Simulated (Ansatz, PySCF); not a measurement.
The pair A = C2H4 (SMILES C=C) (first 6 atoms), B = H2S (SMILES S); geometry from B3LYP-D3(BJ)/def2-TZVP.
(charge 0, multiplicity 1):
```xyz
9

C     -0.1732    -0.6733     0.0048
C     -0.0518     0.6397     0.1424
H     -1.1373    -1.1648     0.0548
H      0.6864    -1.3106    -0.1635
H      0.9122     1.1313     0.0924
H     -0.9116     1.2770     0.3107
S      0.4534    -0.4597     3.9712
H      0.2659    -0.3132     2.6474
H     -0.8598    -0.3585     4.2311
```

Rows in 6-31G* carry no dispersion term and start afresh at each structure (6-31G* with six Cartesian d functions).

Programs: Ansatz (an electronic-structure program); PySCF for 6-31G* rows. Each number belongs to the level named beside it.

Total energies (hartree), monomers frozen at their geometry in the pair:

```tsv
structure	HF/6-31G*	HF/aug-cc-pV(D+d)Z	B3LYP/6-31G*
AB	-476.6991441	-476.7455821	-477.9749756
A in the pair's basis	-78.0323779	-78.0439674	-78.5883008
B in the pair's basis	-398.6671086	-398.7022964	-399.3855479
A	-78.0314590	-78.0436919	-78.5873725
B	-398.6669083	-398.7022016	-399.3853969
```

Q: Work out the interaction energy without and with the counterpoise correction, and the superposition error, for each level.

A: 
E(AB) − E(A) − E(B), times 627.509 kcal/mol, with the monomers in their own basis and then in the pair's basis:
- HF/6-31G*: -0.49 uncorrected, 0.21 corrected; the monomers gain 0.70 kcal/mol from borrowed functions
- HF/aug-cc-pV(D+d)Z: 0.20 uncorrected, 0.43 corrected; the monomers gain 0.23 kcal/mol from borrowed functions
- B3LYP/6-31G*: -1.38 uncorrected, -0.71 corrected; the monomers gain 0.68 kcal/mol from borrowed functions
